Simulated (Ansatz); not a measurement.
Two isomers of C2H7BFN: A = `CCB(N)F`, B = `BCC(N)F`.

Program: Ansatz. Geometries: PBE0-D4/def2-TZVP. ΔE: electronic, gas phase. CCSD(T)/CBS is the MP2 limit (def2-TZVPP, def2-QZVPP) plus CCSD(T) − MP2 in def2-TZVPP, frozen cores. Functionals use def2-TZVPP. B3LYP here is the variant with VWN-RPA as its local correlation; programs differ in this. One conformer a species, not always the lowest.

(1) Which isomer does CCSD(T)/CBS put lower? Give the gap. (An estimate is asked.)

(2) Give E(B) − E(A) in kJ/mol with PBE-D4, r2SCAN-D4, MP2/def2-TZVPP, ωB97M-V, B3LYP-D4, CCSD(T)/def2-TZVPP, CCSD/def2-TZVPP. (Best estimate.)

Largest T1 diagnostic: 0.011.

Answers

(1) Computed: A, by 379.2 kJ/mol.

(2) Ansatz gave: PBE-D4 370.9, r2SCAN-D4 378.6, MP2/def2-TZVPP 387.9, ωB97M-V 375.3, B3LYP-D4 376.5, CCSD(T)/def2-TZVPP 378.8, CCSD/def2-TZVPP 379.4. None reverses the order clearly.

From PBE to PBE0 (25 % exact exchange), in def2-TZVPP and without D4, E(B) − E(A) moves by +4.7 kJ/mol. In def2-TZVPP, CCSD(T) changes the Hartree–Fock value by +5.3 kJ/mol (the triples alone add −0.6 kJ/mol) and MP2 by +14.4 kJ/mol.
